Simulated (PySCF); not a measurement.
Compound: C5H7FO (charge +1 and doublet state).
Structure used (GFN2-xTB), in Å, numbered top down from 1:
```xyz
14
C5H7FO angstrom
F      0.0807    2.1314   -1.2247
C     -0.0453    0.8318   -0.8675
C     -1.3403    0.5406   -0.2285
C     -1.4300   -0.5329    0.6434
O     -0.4418   -1.2839    0.9836
C      0.8592   -1.0675    0.4631
C      1.1147    0.3785    0.0387
H     -0.0019    0.2581   -1.8233
H     -2.1865    1.1856   -0.4152
H     -2.3676   -0.7962    1.1263
H      0.9831   -1.7523   -0.3902
H      1.5514   -1.3866    1.2491
H      2.0664    0.4547   -0.4866
H      1.1571    1.0381    0.9097
```

The hyperfine couplings belong to this conformer and change with its torsions.

The species is `F[C@@H]1[CH+][CH]OCC1` [radical] (charge +1).

Computed with UKS B3LYP, pcH-1 on C F H O, non-relativistic, mean-field spin-orbit, GIAO in PySCF. The structure is a single GFN2-xTB conformer in the gas phase; no vibrational or solvent corrections. A GFN2-xTB geometry isn't a minimum of the functional, and hyperfine couplings can be far from their values at a DFT geometry, by a factor of two or more for some ions and for spin on atoms past the first row. The SCF solution wasn't tested for stability.

Question: Match the computed a_iso(13C) values +42.7, -20.9, -14.5, +12.1, -8.9 MHz with the sites C2; C3; C4; C6; C7.

Answer: 
| site | a_iso (MHz) | ρ(0) (bohr⁻³) | position | distance from C3 (Å) | spin population | largest \|T\| (MHz) |
| --- | --- | --- | --- | --- | --- | --- |
| C2 | -20.9 | -0.0186 | 1 bond from C3 | 1.47 | -0.04 | 5.8 |
| C3 | +42.7 | +0.0380 | largest spin population | 0.00 | +0.60 | 95.0 |
| C4 | -14.5 | -0.0129 | 1 bond from C3 | 1.39 | +0.11 | 22.8 |
| C6 | -8.9 | -0.0080 | 3 bonds from C3 | 2.81 | -0.01 | 2.0 |
| C7 | +12.1 | +0.0108 | 2 bonds from C3 | 2.47 | +0.04 | 8.5 |

ρ(0) is the spin density at the nucleus and T the dipolar tensor. The Mulliken spin populations are largest on C3 (+0.60), O5 (+0.24) and C4 (+0.11). The angles at C3 add up to 360.0°, so it is planar.

β density exceeds α density at some nuclei, such as C2 (-0.0186), C4 (-0.0129) and H9 (-0.0090), spin density in bohr⁻³. In a single determinant that takes different orbitals for the two spins, that is spin polarisation.

C4, the radical centre as drawn in `F[C@@H]1[CH+][CH]OCC1`, holds a spin population of +0.11 out of 1.
